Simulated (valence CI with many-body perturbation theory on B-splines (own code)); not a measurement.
**Eu56+: electric-dipole lines**

Method: relativistic CI+MBPT: five valence electrons over a frozen Dirac-Fock core [He], radial functions for each j: 9 s, 9 p, 8 d, 6 f, 3 g, 1 h, with the one-electron correlation potential Σ1 (screened to all orders), the two-electron term Σ2, the three-electron term Σ3, Breit, model QED; selected single and double excitations, second order for the rest (own B-spline code, finite nucleus).

No measured spectrum was set against this ion. As an estimate, large intervals hold to a few tenths of a per cent, small ones and those within an open d or f shell to about a per cent. Among the levels kept, up to 1200 cm⁻¹ of a level comes from second order outside the variational space, and about a tenth of that is noise between levels of different J, which matters for small intervals.

Lines 151 to 200 of 259 in falling wavelength, among levels below 61986 × 10³ cm⁻¹, chosen from the strongest by gf and those to the six lowest levels. Wavelengths and rates use the calculated energies. Electric multipoles are in the length gauge, E1 and E2 with the static RPA response of the core. Weak lines are less certain than strong ones. Lines between different terms over intervals too small for the method are left out, as are lines whose strength nearly cancels. The highest levels of a list are the least certain.

Levels are named by their leading jj configuration (3d3/2^4 stands for four electrons in 3d with j = 3/2), which in mixed levels can hold well under half, so a name can repeat and another be missing. Letters in brackets count levels of one name in rising energy.

```tsv
λ vac (Å)	Upper	Lower	A (s⁻¹)	S (a.u.)
1.968	(2s 2p1/2^2 2p3/2 3s) J=5/2	(2s 2p1/2^2 2p3/2^2) J=5/2	4.32e+13	9.75e-04
1.968	(2s^2 2p1/2 2p3/2 3s) J=3/2 [b]	(2s^2 2p1/2 2p3/2^2) J=1/2	3.60e+13	5.42e-04
1.964	(2s 2p1/2^2 2p3/2 3s) J=3/2 [b]	(2s 2p1/2^2 2p3/2^2) J=3/2	2.45e+13	3.67e-04
1.964	(2s 2p1/2^2 2p3/2 3s) J=3/2 [b]	(2s 2p1/2^2 2p3/2^2) J=1/2	1.01e+12	1.50e-05
1.963	(2s^2 2p1/2 2p3/2 3s) J=3/2 [a]	(2s^2 2p1/2 2p3/2^2) J=5/2	1.04e+13	1.56e-04
1.960	(2s 2p1/2^2 2p3/2 3s) J=3/2 [a]	(2s 2p1/2^2 2p3/2^2) J=5/2	7.71e+13	1.15e-03
1.959	(2s^2 2p1/2 2p3/2 3p3/2) J=1/2 [b]	(2s 2p1/2^2 2p3/2^2) J=1/2	4.90e+12	3.64e-05
1.959	(2s^2 2p1/2^2 3s) J=1/2	(2s^2 2p1/2^2 2p3/2) J=3/2	1.01e+14	7.46e-04
1.957	(2s^2 2p1/2 2p3/2 3s) J=5/2	(2s^2 2p1/2 2p3/2^2) J=5/2	4.87e+13	1.08e-03
1.956	(2s^2 2p1/2 2p3/2 3s) J=3/2 [a]	(2s^2 2p1/2 2p3/2^2) J=3/2	4.28e+13	6.32e-04
1.955	(2s^2 2p1/2 2p3/2 3s) J=3/2 [b]	(2s^2 2p1/2 2p3/2^2) J=5/2	7.35e+13	1.09e-03
1.953	(2s^2 2p1/2 2p3/2 3s) J=1/2	(2s^2 2p1/2 2p3/2^2) J=3/2	8.68e+13	6.39e-04
1.951	(2s^2 2p1/2 2p3/2 3p3/2) J=5/2 [a]	(2s 2p1/2^2 2p3/2^2) J=5/2	4.81e+12	1.06e-04
1.950	(2s^2 2p1/2 2p3/2 3s) J=5/2	(2s^2 2p1/2 2p3/2^2) J=3/2	3.44e+12	7.55e-05
1.950	(2s^2 2p1/2 2p3/2 3p3/2) J=3/2 [a]	(2s 2p1/2^2 2p3/2^2) J=5/2	2.20e+11	3.23e-06
1.948	(2s^2 2p1/2 2p3/2 3s) J=3/2 [b]	(2s^2 2p1/2 2p3/2^2) J=3/2	1.42e+13	2.08e-04
1.940	(2s^2 2p1/2 2p3/2 3p3/2) J=5/2 [b]	(2s 2p1/2^2 2p3/2^2) J=5/2	2.95e+10	6.38e-07
1.937	(2s 2p1/2^2 2p3/2 3s) J=3/2 [b]	(2s 2p1/2^2 2p3/2^2) J=5/2	1.14e+13	1.63e-04
1.881	(2s 2p1/2^2 2p3/2 3d3/2) J=3/2 [a]	(2s 2p1/2^2 2p3/2^2) J=1/2	3.72e+13	4.88e-04
1.880	(2s 2p1/2^2 2p3/2 3d3/2) J=1/2 [a]	(2s 2p1/2^2 2p3/2^2) J=1/2	1.78e+13	1.16e-04
1.878	(2s 2p1/2^2 2p3/2 3p1/2) J=3/2 [a]	(2s^2 2p1/2 2p3/2^2) J=1/2	7.13e+10	9.32e-07
1.866	(2s 2p1/2^2 2p3/2 3p1/2) J=5/2	(2s^2 2p1/2 2p3/2^2) J=5/2	1.06e+11	2.04e-06
1.866	(2s^2 2p1/2 2p3/2 3d3/2) J=3/2 [a]	(2s^2 2p1/2 2p3/2^2) J=1/2	2.63e+13	3.37e-04
1.864	(2s^2 2p1/2 2p3/2 3d3/2) J=1/2 [a]	(2s^2 2p1/2 2p3/2^2) J=1/2	3.56e+13	2.28e-04
1.864	(2s 2p1/2^2 2p3/2 3d3/2) J=3/2 [b]	(2s 2p1/2^2 2p3/2^2) J=1/2	2.45e+13	3.14e-04
1.863	(2s 2p1/2^2 2p3/2 3d5/2) J=5/2	(2s 2p1/2^2 2p3/2^2) J=3/2	6.19e+13	1.19e-03
1.860	(2s 2p1/2^2 2p3/2 3d3/2) J=5/2 [b]	(2s 2p1/2^2 2p3/2^2) J=3/2	2.15e+13	4.10e-04
1.860	(2s 2p1/2^2 2p3/2 3p1/2) J=3/2 [a]	(2s^2 2p1/2 2p3/2^2) J=3/2	1.71e+12	2.17e-05
1.859	(2s 2p1/2^2 2p3/2 3p1/2) J=1/2	(2s^2 2p1/2 2p3/2^2) J=1/2	3.86e+12	2.45e-05
1.859	(2s 2p1/2^2 2p3/2 3d3/2) J=1/2 [b]	(2s 2p1/2^2 2p3/2^2) J=1/2	3.04e+14	1.92e-03
1.859	(2s 2p1/2^2 2p3/2 3p1/2) J=3/2 [b]	(2s^2 2p1/2 2p3/2^2) J=1/2	1.21e+13	1.53e-04
1.858	(2s 2p1/2^2 2p3/2 3d3/2) J=5/2 [a]	(2s 2p1/2^2 2p3/2^2) J=5/2	6.52e+13	1.24e-03
1.857	(2s 2p1/2^2 2p3/2 3d3/2) J=3/2 [a]	(2s 2p1/2^2 2p3/2^2) J=5/2	1.16e+14	1.46e-03
1.856	(2s 2p1/2^2 2p3/2 3d3/2) J=7/2	(2s 2p1/2^2 2p3/2^2) J=5/2	5.99e+11	1.51e-05
1.854	(2s^2 2p1/2 2p3/2 3d3/2) J=3/2 [a]	(2s^2 2p1/2 2p3/2^2) J=5/2	2.50e+13	3.14e-04
1.854	(2s^2 2p1/2 2p3/2 3d3/2) J=3/2 [b]	(2s^2 2p1/2 2p3/2^2) J=1/2	1.63e+13	2.05e-04
1.854	(2s^2 2p1/2 2p3/2 3d3/2) J=5/2 [a]	(2s^2 2p1/2 2p3/2^2) J=5/2	4.48e+13	8.45e-04
1.852	(2s^2 2p1/2 2p3/2 3d3/2) J=1/2 [b]	(2s^2 2p1/2 2p3/2^2) J=1/2	1.97e+13	1.23e-04
1.852	(2s^2 2p1/2^2 3d3/2) J=3/2	(2s^2 2p1/2^2 2p3/2) J=3/2	1.31e+14	1.65e-03
1.850	(2s^2 2p1/2 2p3/2 3d3/2) J=7/2	(2s^2 2p1/2 2p3/2^2) J=5/2	5.39e+12	1.35e-04
1.848	(2s^2 2p1/2 2p3/2 3d3/2) J=3/2 [a]	(2s^2 2p1/2 2p3/2^2) J=3/2	5.80e+13	7.23e-04
1.847	(2s 2p1/2^2 2p3/2 3p1/2) J=3/2 [b]	(2s^2 2p1/2 2p3/2^2) J=5/2	4.66e+13	5.80e-04
1.847	(2s^2 2p1/2 2p3/2 3d5/2) J=3/2 [a]	(2s^2 2p1/2 2p3/2^2) J=1/2	5.99e+13	7.46e-04
1.847	(2s^2 2p1/2 2p3/2 3d3/2) J=1/2 [a]	(2s^2 2p1/2 2p3/2^2) J=3/2	7.31e+13	4.55e-04
1.846	(2s^2 2p1/2 2p3/2 3d3/2) J=5/2 [b]	(2s^2 2p1/2 2p3/2^2) J=5/2	9.21e+12	1.72e-04
1.843	(2s^2 2p1/2 2p3/2 3d3/2) J=3/2 [b]	(2s^2 2p1/2 2p3/2^2) J=5/2	4.99e+13	6.17e-04
1.842	(2s 2p1/2^2 2p3/2 3p1/2) J=1/2	(2s^2 2p1/2 2p3/2^2) J=3/2	7.23e+12	4.46e-05
1.841	(2s 2p1/2^2 2p3/2 3p1/2) J=3/2 [b]	(2s^2 2p1/2 2p3/2^2) J=3/2	1.32e+12	1.63e-05
1.841	(2s^2 2p1/2 2p3/2 3d5/2) J=7/2 [a]	(2s^2 2p1/2 2p3/2^2) J=5/2	2.16e+13	5.31e-04
1.841	(2s 2p1/2^2 2p3/2 3d3/2) J=3/2 [b]	(2s 2p1/2^2 2p3/2^2) J=5/2	8.52e+13	1.05e-03
```
